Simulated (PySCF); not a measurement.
# Electronic absorption of C7H7PSi

Species: C₇H₇PSi.
SMILES: `C#Cc1pccc(c1)[SiH3]`

Method: PySCF 2.14.0, density-fitted response routines, TDDFT PBE0/def2-SVPD, vertical, gas phase, core orbitals frozen in the response. Isolated species at its GFN2-xTB geometry, gas phase.

List the vertical singlet excitations with oscillator strengths and describe the spectrum.

| state | E (eV) | E (hartree) | f | main configurations (H = HOMO, L = LUMO) |
| --- | --- | --- | --- | --- |
| S1 | 4.25 | 0.1562 | 0.047 | H→L (48%), H-1→L (27%), H→L+1 (22%) |
| S2 | 4.48 | 0.1645 | 0.0075 | H-2→L (96%) |
| S3 | 4.52 | 0.1662 | 0.120 | H→L (46%), H→L+1 (31%), H-1→L (19%) |
| S4 | 4.93 | 0.1811 | 0.0071 | H-3→L (90%) |
| S5 | 5.19 | 0.1908 | 0.0015 | H-2→L+1 (89%) |
| S6 | 5.37 | 0.1975 | 0.608 | H-1→L (49%), H→L+1 (40%) |
| S7 | 5.71 | 0.2098 | 0.051 | H-1→L+1 (72%), H-3→L+1 (11%), H-4→L (8%) |
| S8 | 5.71 | 0.2099 | 0.0075 | H-3→L+1 (78%), H-1→L+1 (11%) |

Triplets, Tamm–Dancoff:

```json
{"state": "T1", "E (eV)": "2.81", "λ (nm)": "441.6", "main configurations (H = HOMO, L = LUMO)": "H→L (88%)"}
{"state": "T2", "E (eV)": "3.67", "λ (nm)": "337.5", "main configurations (H = HOMO, L = LUMO)": "H-1→L (61%), H→L+1 (34%)"}
{"state": "T3", "E (eV)": "3.78", "λ (nm)": "328.2", "main configurations (H = HOMO, L = LUMO)": "H-2→L (77%), H-3→L (18%)"}
```

The lowest singlet comes at 292 nm (410 kJ/mol) in the ultraviolet; it is of moderate strength; its leading configuration is HOMO→LUMO (48%). The strongest level in the table is S6 at 5.37 eV (231 nm, f = 0.608). S7/S8 lie within about 0.01 eV of each other. Löwdin shares by element: HOMO carbon 49% or more, phosphorus 19% (atoms not listed hold the other 32%); LUMO carbon 38% or more, phosphorus 32% (atoms not listed hold the other 30%). The listed states span 1.46 eV, and the widest gap between neighbours is 0.41 eV (S3 to S4). Of the 8 states listed, 4 reach f = 0.01 and none stays under 0.0005. The oscillator strengths of these states sum to 0.848; summed over the whole spectrum of an exact calculation they would give the number of electrons, 78 (Thomas–Reiche–Kuhn). Only the lowest 8 singlets were computed, as vertical energies without vibronic structure.

Hardware: one thread, Arm Neoverse V2 (aarch64), shared host with 32 logical CPUs at a one-minute load of 24. Cost: 59 s wall, 0.98 GiB resident at most.
